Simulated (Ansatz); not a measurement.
Consider the ligand exchange at the Si–S bond: `[SiH3]S[CH2][GeH3]` + `C/N=C\N` → `C/N=C/N[SiH3]` + `S[CH2][GeH3]`.

Calculated with Ansatz (gas phase, PBE0-D4/def2-TZVP geometries, no zero-point term in ΔE). CCSD(T)/CBS is the MP2 limit (def2-TZVPP, def2-QZVPP) plus CCSD(T) − MP2 in def2-TZVPP, frozen cores. Double bonds are as drawn, so ΔE can hold a change between cis and trans. For Ge outer-core shells are correlated without core-valence functions, which leaves a few kJ/mol of doubt a bond. Scalar relativity is left out up to krypton. Each species was taken in one conformer, which may not be the lowest.

`[SiH3]S[CH2][GeH3]`:

Cartesian coordinates in Å:
```
Si -0.560 2.240 -0.954
S -0.680 0.120 -1.064
C 0.271 -0.296 0.426
Ge 0.354 -2.249 0.640
H -1.301 2.775 -2.122
H -1.166 2.736 0.311
H 0.858 2.690 -0.994
H 1.289 0.093 0.348
H -0.201 0.135 1.311
H 1.036 -2.867 -0.588
H 1.169 -2.571 1.905
H -1.069 -2.806 0.782
```

`C/N=C\N`:

```xyz
10

C    -0.026    1.281   -0.518
N    -1.035    0.254   -0.426
C    -0.706   -0.828    0.147
N     0.494   -1.139    0.728
H    -0.431    2.145   -1.044
H     0.312    1.622    0.472
H     0.866    0.949   -1.074
H    -1.454   -1.617    0.237
H     1.296   -0.568    0.528
H     0.683   -2.099    0.949
```

`C/N=C/N[SiH3]`:

```xyz
13

C    -0.866    2.078   -0.194
N    -0.356    0.771    0.103
C     0.131    0.079   -0.837
N     0.623   -1.169   -0.582
Si    0.572   -1.789    1.051
H    -0.775    2.351   -1.256
H    -1.922    2.141    0.086
H    -0.337    2.830    0.399
H     0.187    0.421   -1.879
H     1.001   -1.685   -1.356
H    -0.817   -1.920    1.550
H     1.183   -3.141    0.933
H     1.377   -0.965    1.982
```

`S[CH2][GeH3]`:

Z-matrix (Å, degrees):
```
C
Ge 1 1.962
S 1 1.808 2 112.6
H 1 1.091 2 111.2 3 -125.2
H 1 1.092 2 108.8 3 116.5
H 2 1.541 1 110.6 3 176.5
H 2 1.539 1 108.3 3 56.9
H 2 1.535 1 109.4 3 -62.4
H 3 1.343 1 97.4 2 -52.6
```

```
             species  CCSD(T)/CBS(def2) energy (Eh)
`[SiH3]S[CH2][GeH3]`                    -2805.83640
           `C/N=C\N`                     -189.09797
     `C/N=C/N[SiH3]`                     -479.40203
      `S[CH2][GeH3]`                    -2515.53503
```

Problem. Work out ΔE.

Solution. ΔE = (-479.40203) + (-2515.53503) − (-2805.83640) − (-189.09797) = -0.00269 Eh = -1.7 kcal/mol.

Largest T1 diagnostic among the species: 0.013.

In def2-TZVPP, CCSD(T) changes the Hartree–Fock value by +1.6 kcal/mol (the triples alone add +0.4 kcal/mol) and MP2 by +2.1 kcal/mol.
